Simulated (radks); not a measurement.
Q: Numerical settings for the barium ion Ba3+, [Kr] 4d10 5s2 5p5. Calculated with a radial shooting solver on a logarithmic mesh with Libxc functionals: scalar-relativistic Kohn-Sham, PBE, spin-polarised, spherical densities, point nucleus; open shells are filled with parallel spins first (spin-orbit coupling, left out, can overturn this in heavy ions). The defaults (mesh step 0.008 in ln r, mesh end at 40 bohr or more with all orbitals vanishing there, Anderson mixing 0.5 over 9 steps, residual threshold near 1e-9 with the energy settled to 1e-9 hartree or 1e-11 of itself, here a cap of 62 iterations) give E = -8133.6688 hartree and 5p at -41.690 eV in 14 iterations. Times are rough (one thread of a shared host). One setting is changed at a time: mesh step in ln r 0.012; mesh step in ln r 0.005; mesh step in ln r 0.02; mesh end (bohr) 8; mesh end (bohr) 3; residual threshold 0.001; residual threshold 0.1; mixing 0.01; linear mixing, mixing 0.5; linear mixing, mixing 0.8; mixing history 3; iteration cap 8. Which runs fail to converge, and which converge to a wrong energy?

A: Not converged within the cap: iteration cap 8. Settings that end as converged yet miss the energy by more than 1 mhartree: mesh end (bohr) 3 (+0.843 hartree).
